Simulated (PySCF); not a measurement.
C₂H₆S, charge +1, doublet, at a GFN2-xTB geometry (a state made from the parent by changing its charge; the spin is typed, not shown lowest); B3LYP/def2-SVP (PySCF).

Here is a job for PySCF.
```python
from pyscf import gto, scf, dft

mol = gto.M(
    atom='''
C     1.28089259    0.21169350    0.68335560
S     0.01499802    0.28322653   -0.56655118
C    -1.30390679   -0.64629964    0.18600725
H     1.54226619   -0.82365746    0.90480822
H     2.15771555    0.74065689    0.31689816
H     0.93231569    0.67887698    1.60539170
H    -0.98486767   -1.67128238    0.37976291
H    -2.15303809   -0.65232660   -0.49358934
H    -1.59627479   -0.19625504    1.13537012
''',
    basis='def2-svp',
    charge=1,
    spin=1,
    verbose=4,
)

mf = dft.UKS(mol)
mf.xc = 'b3lyp'
mf.kernel()
```

Output, abridged:

```
PySCF version 2.14.0

[INPUT] verbose = 4
[INPUT] num. atoms = 9
[INPUT] num. electrons = 33
[INPUT] charge = 1
[INPUT] spin (= nelec alpha-beta = 2S) = 1
[INPUT] symmetry False subgroup None
[INPUT] Mole.unit = angstrom
[INPUT] Symbol           X                Y                Z      unit          X                Y                Z       unit  Magmom
[INPUT]  1 C      1.280892590000   0.211693500000   0.683355600000 AA    2.420536190085   0.400042737351   1.291354929688 Bohr   0.0
[INPUT]  2 S      0.014998020000   0.283226530000  -0.566551180000 AA    0.028342150211   0.535220572911  -1.070626565749 Bohr   0.0
[INPUT]  3 C     -1.303906790000  -0.646299640000   0.186007250000 AA   -2.464026725061  -1.221329314005   0.351502759684 Bohr   0.0
[INPUT]  4 H      1.542266190000  -0.823657460000   0.904808220000 AA    2.914460710276  -1.556487019855   1.709839731055 Bohr   0.0
[INPUT]  5 H      2.157715550000   0.740656890000   0.316898160000 AA    4.077491444215   1.399638674372   0.598850731779 Bohr   0.0
[INPUT]  6 H      0.932315690000   0.678876980000   1.605391700000 AA    1.761821315735   1.282891564472   3.033750635650 Bohr   0.0
[INPUT]  7 H     -0.984867670000  -1.671282380000   0.379762910000 AA   -1.861130165239  -3.158265975011   0.717647892168 Bohr   0.0
[INPUT]  8 H     -2.153038090000  -0.652326600000  -0.493589340000 AA   -4.068652325857  -1.232718617769  -0.932748670605 Bohr   0.0
[INPUT]  9 H     -1.596274790000  -0.196255040000   1.135370120000 AA   -3.016522172648  -0.370868276166   2.145538576815 Bohr   0.0

nuclear repulsion = 111.919623715227
number of shells = 38
number of NR pGTOs = 126
number of NR cGTOs = 76
basis = def2-svp
ecp = {}

******** <class 'pyscf.dft.uks.UKS'> ********
method = UKS
initial guess = minao
damping factor = 0
level_shift factor = 0
DIIS = <class 'pyscf.scf.diis.CDIIS'>
diis_start_cycle = 1
diis_space = 8
diis_damp = 0
SCF conv_tol = 1e-09
SCF conv_tol_grad = None
SCF max_cycles = 50
direct_scf = True
direct_scf_tol = 1e-13
number electrons alpha = 17  beta = 16
XC library pyscf.dft.libxc version 7.1.2
    S. Lehtola, C. Steigemann, M. J. T. Oliveira, and M. A. L. Marques,  SoftwareX 7, 1–5 (2018)
XC functionals = b3lyp
    P. J. Stephens, F. J. Devlin, C. F. Chabalowski, and M. J. Frisch,  J. Phys. Chem. 98, 11623 (1994)
radial grids:
    Treutler-Ahlrichs [JCP 102, 346 (1995); DOI:10.1063/1.469408] (M4) radial grids

becke partition: Becke, JCP 88, 2547 (1988); DOI:10.1063/1.454033
pruning grids: <function nwchem_prune>
grids dens level: 3
symmetrized grids: False
atomic radii adjust function: <function treutler_atomic_radii_adjust>
small_rho_cutoff = 0
Set gradient conv threshold to 3.16228e-05
tot grids = 105968
init E= -477.893669400038

cycle= 1 E= -477.501292586564  delta_E= 0.392  |g|= 0.219  |ddm|= 2.02
cycle= 2 E= -477.49241065724  delta_E= 0.00888  |g|= 0.249  |ddm|= 0.55
cycle= 3 E= -477.528003820623  delta_E= -0.0356  |g|= 0.0328  |ddm|= 0.299
cycle= 4 E= -477.528605327078  delta_E= -0.000602  |g|= 0.0111  |ddm|= 0.0421
cycle= 5 E= -477.52867884302  delta_E= -7.35e-05  |g|= 0.0021  |ddm|= 0.0133
cycle= 6 E= -477.52868253229  delta_E= -3.69e-06  |g|= 0.000748  |ddm|= 0.0037
cycle= 7 E= -477.5286830172  delta_E= -4.85e-07  |g|= 0.000115  |ddm|= 0.00132
cycle= 8 E= -477.528683036518  delta_E= -1.93e-08  |g|= 3e-05  |ddm|= 0.000274
cycle= 9 E= -477.528683037907  delta_E= -1.39e-09  |g|= 7.05e-06  |ddm|= 8.11e-05
cycle= 10 E= -477.528683037981  delta_E= -7.39e-11  |g|= 1.68e-06  |ddm|= 1.98e-05
Extra cycle  E= -477.528683037986  delta_E= -5.12e-12  |g|= 8.78e-07  |ddm|= 3.39e-06
converged SCF energy = -477.528683037986  <S^2> = 0.75329391  2S+1 = 2.0032912
```
